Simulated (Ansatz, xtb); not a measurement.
**Two structures of BrGeH2O2Si+**

We compare I, `O[Si@H](Br)[O+]=[Ge]`, a singlet, with II, a singlet given by its coordinates. Both are isolated ions in the gas phase, relaxed with PBE0-D3(BJ)/pcseg-1; the shapes shown needn't be the lowest conformers.

I (Å):

```yaml
atoms:
  - { symbol: Br, position_ang: [2.2194, -0.4229, -0.2086] }
  - { symbol: Ge, position_ang: [-0.9584, 0.0735, -3.4587] }
  - { symbol: O, position_ang: [1.4597, 2.3218, -1.7310] }
  - { symbol: O, position_ang: [-0.2588, 0.4355, -1.9494] }
  - { symbol: Si, position_ang: [0.8241, 1.1486, -0.7943] }
  - { symbol: H, position_ang: [2.2344, 2.8365, -1.4664] }
  - { symbol: H, position_ang: [-0.0328, 1.5869, 0.3176] }
```

II (Å):

```xyz
7

Br    1.0099    1.6966    2.4936
Ge   -0.8176   -1.5529    0.2390
O    -1.2618    0.0952    0.8157
O     0.9234   -0.3546   -0.0042
Si    0.1004    1.0578    0.6430
H     1.8565   -0.4648   -0.2578
H    -0.0199    2.1081   -0.3781
```

Close contacts (Å): Br1–Si5 2.16, Ge2–O3 1.80, Ge2–O4 2.13, Ge2–Si5 2.80, O3–Si5 1.68, O4–Si5 1.76, O4–H6 0.97, Si5–H7 1.47.

Task: Estimate which is lower in electronic energy at CCSD(T)/def2-SVP + ΔMP2/def2-TZVPP, and by roughly how much.

Result: The CCSD(T)/def2-SVP + ΔMP2/def2-TZVPP calculation puts structure II lower, by 18.8 kJ/mol.

How the difference moves with the method:

```json
{"level": "PBE0-D3(BJ)/pcseg-1", "geometry": "PBE0-D3(BJ)/pcseg-1", "E(II) − E(I) (kJ/mol)": "−28.9", "departure from the last row (kJ/mol)": "−10.1", "job, with rough time for the two": "optimisation, 50 s"}
{"level": "HF/def2-SVP", "geometry": "PBE0-D3(BJ)/pcseg-1", "E(II) − E(I) (kJ/mol)": "−4.2", "departure from the last row (kJ/mol)": "+14.6", "job, with rough time for the two": "part of the CCSD(T) run"}
{"level": "MP2/def2-SVP", "geometry": "PBE0-D3(BJ)/pcseg-1", "E(II) − E(I) (kJ/mol)": "−18.2", "departure from the last row (kJ/mol)": "+0.6", "job, with rough time for the two": "part of the CCSD(T) run"}
{"level": "CCSD(T)/def2-SVP", "geometry": "PBE0-D3(BJ)/pcseg-1", "E(II) − E(I) (kJ/mol)": "−16.8", "departure from the last row (kJ/mol)": "+2.0", "job, with rough time for the two": "single point"}
{"level": "CCSD(T)/def2-SVP + ΔMP2/def2-TZVPP", "geometry": "PBE0-D3(BJ)/pcseg-1", "E(II) − E(I) (kJ/mol)": "−18.8", "departure from the last row (kJ/mol)": "", "job, with rough time for the two": "single point, 33 s"}
```

None of the levels shown reverses the order. The largest departure from CCSD(T)/def2-SVP + ΔMP2/def2-TZVPP is that of HF/def2-SVP, 14.6 kJ/mol. Levels run at GFN2-xTB geometries aren't shown. The last row adds to CCSD(T) the change of the MP2 difference between the two basis sets, here −2.0 kJ/mol.

With harmonic frequencies from PBE0-D3(BJ)/pcseg-1 (ideal gas, rigid rotor, one conformer each, 298.15 K, 1 atm): on the last row, ΔE + ΔZPE = −16.5 kJ/mol. A mode under 50 cm⁻¹ makes harmonic enthalpies and free energies unreliable, so none is given.

The correlated steps freeze 25 core orbitals; the filled d shell of Br and Ge is correlated, in a basis made for valence electrons. Run with Ansatz 0.2.0; the last row on 2 threads of Intel(R) Xeon(R) 6975P-C (Granite Rapids) on a shared host.
